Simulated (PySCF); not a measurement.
A GIAO shielding run with PySCF 2.14.0 with density-fitted response routines (density fitting, non-relativistic, gas phase) on `C1(F)([SiH]2CCCC2)CC1`, C7H13FSi:

```
{"job": {"kind": "nmr", "xc": "PBE0", "basis": "pcSseg-1"}, "charge": 0, "multiplicity": 1}
F      1.924843    -1.641615     1.645810
C      1.629476    -0.596465     0.787169
Si    -0.130881     0.062808     1.059094
C     -1.477420    -1.130793     0.434301
C     -2.412276    -0.231545    -0.378240
C     -1.554962     0.760194    -1.159200
C     -0.595882     1.439865    -0.176745
C      2.289502    -0.690826    -0.555966
C      2.801140     0.280113     0.462571
H     -0.258542     0.458070     2.467277
H     -2.021383    -1.644361     1.223560
H     -1.054847    -1.901416    -0.212062
H     -3.046258    -0.815079    -1.048254
H     -3.062065     0.321683     0.302777
H     -0.980795     0.215357    -1.912112
H     -2.176635     1.491436    -1.679659
H     -1.119428     2.242989     0.340846
H      0.239527     1.897683    -0.702912
H      2.885158    -1.568305    -0.757013
H      1.751065    -0.315875    -1.412516
H      2.622756     1.334582     0.322427
H      3.737498     0.050885     0.947999
```

Hardware: 1 thread of an Arm Neoverse V2, shared host. The job also computes population analyses, field gradients, ring-centre shieldings.

**Question.** How large is the calculation?

**Answer.** 78 electrons, 225 basis functions and 1185 auxiliary functions.

**Question.** How long does it take?

**Answer.** 48 s of wall time, with 13 SCF cycles and 4 response iterations. Times on a shared host scatter by some tens of per cent.
